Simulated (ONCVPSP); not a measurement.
# Reading a pseudo-wave (Mn (Z = 25))

Columns: radius, all-electron u(r) and pseudo u(r) of the 3p shell (level -62.73 eV) of manganese in the configuration [Ne] 3s2 3p6 3d5 4s1; PBEsol, scalar-relativistic, ONCV scheme, ONCVPSP 4.0.1.

| r (bohr) | all-electron | pseudo |
| --- | --- | --- |
| 0.072 | -0.3731 | 0.0300 |
| 0.145 | -0.5899 | 0.1174 |
| 0.217 | -0.4476 | 0.2490 |
| 0.290 | -0.1161 | 0.4121 |
| 0.362 | 0.2483 | 0.5835 |
| 0.435 | 0.5745 | 0.7498 |
| 0.507 | 0.8220 | 0.8913 |
| 0.580 | 0.9924 | 1.0015 |
| 0.652 | 1.0894 | 1.0725 |
| 0.725 | 1.1293 | 1.1061 |
| 0.798 | 1.1252 | 1.1052 |
| 0.870 | 1.0903 | 1.0763 |
| 0.942 | 1.0352 | 1.0268 |
| 1.015 | 0.9668 | 0.9625 |
| 1.088 | 0.8919 | 0.8899 |
| 1.160 | 0.8159 | 0.8151 |
| 1.232 | 0.7407 | 0.7404 |
| 1.305 | 0.6673 | 0.6672 |
| 1.378 | 0.5980 | 0.5979 |
| 1.450 | 0.5344 | 0.5343 |
| 1.522 | 0.4759 | 0.4758 |
| 1.595 | 0.4218 | 0.4217 |
| 1.668 | 0.3728 | 0.3728 |
| 1.740 | 0.3293 | 0.3293 |
| 1.812 | 0.2904 | 0.2904 |
| 1.885 | 0.2552 | 0.2551 |

Question: How many radial nodes do the two functions have?

Answer: The all-electron 3p function has n − l − 1 = 1; the pseudo-wave has 0, since the states of the same l below it are removed with the core.

Question: At about which radius was the pseudo-wave matched?

Answer: 1.40 bohr. The columns agree to 0.0005 from 1.23 bohr on; several derivatives are matched, so the curves merge somewhat inside the radius.

Question: Is the pseudo-wave norm-conserving?

Answer: Yes: the ONCV scheme keeps the norm inside the radius equal to the all-electron one, which fixes the energy derivative of the logarithmic derivative at the level.
